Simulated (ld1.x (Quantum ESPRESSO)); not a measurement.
# Configuration tests for europium (Eu) (PAW)

- Element: Eu (Z = 63)
- Generator: ld1.x (Quantum ESPRESSO) 7.5
- Type: PAW
- Functional: PBEsol
- Relativity: scalar-relativistic
- Frozen core: [Kr] 4d10 4f7
- Valence charge: 10
- Reference configuration: 5s2 5p6 5d0 6s0 6p0 (charge +2)
- Partial waves: 5s (bound): rcut 1.75, rcutus 1.85 bohr; 6s (bound, empty): rcut 1.75, rcutus 1.85 bohr; 5p (bound): rcut 2.40, rcutus 3.15 bohr; 6p (bound, empty): rcut 2.40, rcutus 3.15 bohr; 5d (bound, empty): rcut 1.70, rcutus 2.30 bohr; 5d channel at -0.35 Ry: rcut 1.70, rcutus 2.30 bohr
- Local potential: all-electron potential smoothed inside 2.85 bohr (lloc = -1)
- Core correction: a·sin(br)/r model core, default radius (ld1.x builds one for every PAW set, though the input has nlcc=.false.)
- Augmentation charge: PSQ, inside the norm-conserving radii

Energies are relative to the spin-unpolarised reference configuration 5s2 5p6 5d0 6s0 6p0; without spin polarisation the order of configurations can differ from experiment. Not all tests gave a result: test run stopped at test 6 of 7 (negative rho).

Question: Give the all-electron excitation energy and the error of the potential for: 5s2 5p6 5d0 6s2 6p0; 5s2 5p6 5d0 6s1 6p0; 5s2 5p6 5d0 6s1.5 6p0; 5s2 5p6 5d1 6s1 6p0; 5s2 5p6 5d0.5 6s1.5 6p0.

Answer:

```json
{"valence configuration": "5s2 5p6 5d0 6s2 6p0", "charge": "0", "ΔE all-electron (eV)": "-17.166", "error AE − PS (meV)": "+235"}
{"valence configuration": "5s2 5p6 5d0 6s1 6p0", "charge": "+1", "ΔE all-electron (eV)": "-11.131", "error AE − PS (meV)": "+89"}
{"valence configuration": "5s2 5p6 5d0 6s1.5 6p0", "charge": "+0.5", "ΔE all-electron (eV)": "-14.760", "error AE − PS (meV)": "+157"}
{"valence configuration": "5s2 5p6 5d1 6s1 6p0", "charge": "0", "ΔE all-electron (eV)": "-15.001", "error AE − PS (meV)": "+118"}
{"valence configuration": "5s2 5p6 5d0.5 6s1.5 6p0", "charge": "0", "ΔE all-electron (eV)": "-16.106", "error AE − PS (meV)": "+174"}
```

Levels in the configuration 5s2 5p6 5d0 6s1.5 6p0:

| level | all-electron (eV) | pseudo (eV) |
| --- | --- | --- |
| 5s | -47.683 | -47.434 |
| 5p | -26.773 | -26.588 |
| 6s | -6.016 | -6.162 |

ld1.x printed “convergence not achieved” for 5 of the counted tests; their residual had stalled under 1e-8, short of the target of 1e-14.
